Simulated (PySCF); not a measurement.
Single point on ZrO⁺

State: ²Δ (doublet), unpaired electrons δ ↑.

An equivalent input (the run itself took its basis sets from the Basis Set Exchange, started from a PBE0 density and held the occupation σ 5α 5β, πx 2α 2β, πy 2α 2β, δy 1α 0β):

```python
from pyscf import gto, dft
mol = gto.M(atom='Zr 0 0 0; O 0 0 1.683', basis={'Zr': 'def2-TZVPPD', 'O': 'def2-TZVPPD'}, ecp={'Zr': 'def2-TZVPPD'},
            charge=1, spin=1, verbose=4, symmetry='C2v')
mf = dft.UKS(mol, xc='M062X')
mf.grids.atom_grid = (80, 434)
mf.grids.prune = dft.gen_grid.treutler_prune
mf.irrep_nelec = {'A1': (5, 5), 'A2': (1, 0), 'B1': (2, 2), 'B2': (2, 2)}
mf.conv_tol = 1e-9
mf.max_cycle = 60
mf.diis_space = 10
mf.kernel()
```

The log (some set-up lines and the per-cycle HOMO/LUMO lines removed):

```
******** <class 'pyscf.dft.uks_symm.SymAdaptedUKS'> ********
method = SymAdaptedUKS
damping factor = 0
level_shift factor = 0
DIIS = <class 'pyscf.scf.diis.CDIIS'>
diis_start_cycle = 1
diis_space = 10
diis_damp = 0
SCF conv_tol = 1e-09
SCF conv_tol_grad = None
SCF max_cycles = 60
number electrons alpha = 10  beta = 9
Set gradient conv threshold to 3.16228e-05
init E= -121.902769872539
cycle= 1 E= -121.904592532358  delta_E= -0.00182  |g|= 0.02  |ddm|= 0.12
cycle= 2 E= -121.904448439937  delta_E= 0.000144  |g|= 0.0301  |ddm|= 0.0368
cycle= 3 E= -121.904789201631  delta_E= -0.000341  |g|= 0.01  |ddm|= 0.0187
cycle= 4 E= -121.904830700019  delta_E= -4.15e-05  |g|= 0.00185  |ddm|= 0.00527
cycle= 5 E= -121.904841960925  delta_E= -1.13e-05  |g|= 0.00101  |ddm|= 0.00491
cycle= 6 E= -121.904845864353  delta_E= -3.9e-06  |g|= 0.000449  |ddm|= 0.00345
cycle= 7 E= -121.904846411104  delta_E= -5.47e-07  |g|= 9.85e-05  |ddm|= 0.00146
cycle= 8 E= -121.904846437727  delta_E= -2.66e-08  |g|= 4.1e-05  |ddm|= 0.000279
cycle= 9 E= -121.904846443887  delta_E= -6.16e-09  |g|= 1.17e-05  |ddm|= 0.000174
cycle= 10 E= -121.904846444249  delta_E= -3.61e-10  |g|= 2.07e-06  |ddm|= 3.83e-05
Extra cycle  E= -121.904846444255  delta_E= -6.65e-12  |g|= 1.98e-06  |ddm|= 6.6e-06
converged SCF energy = -121.904846444255  <S^2> = 0.75089266  2S+1 = 2.0008925
```

Repeating this along the bond gives Re = 1.674 Å and ωe = 1072 cm⁻¹.

A point of this curve took 7.6 CPU seconds beside 0.39 for the integrals, on Arm Neoverse V2 (shared host).

Spin–orbit coupling is left out. The state is the lowest single determinant that the PBE0 search found; with open d or f shells the true ground state can be another one.
